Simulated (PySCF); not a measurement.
Vertical excitations of a molecule C5H6O2 from TDDFT-PBE0/def2-SVPD (PySCF 2.14.0), as energy in eV (oscillator strength): 3.48 (0.000), 5.25 (0.026), 5.88 (0.200), 6.35 (0.026), 6.60 (0.053), 6.82 (0.059), 7.40 (0.033), 7.43 (0.016), 7.65 (0.017), 7.72 (0.004). Lowest triplet (TDA): 3.01 eV. The structure is a stationary point at B3LYP-D3(BJ)/def2-SVP. Other conformers were not sampled.

**Question.** Pick the molecule that these values belong to.
A) O=C1C=CCOC1
B) O=CC1CC(=O)C1
C) C#C[C@H]1O[C@@H](C)O1
D) C=C=COCC=O

**Answer.** A, O=C1C=CCOC1
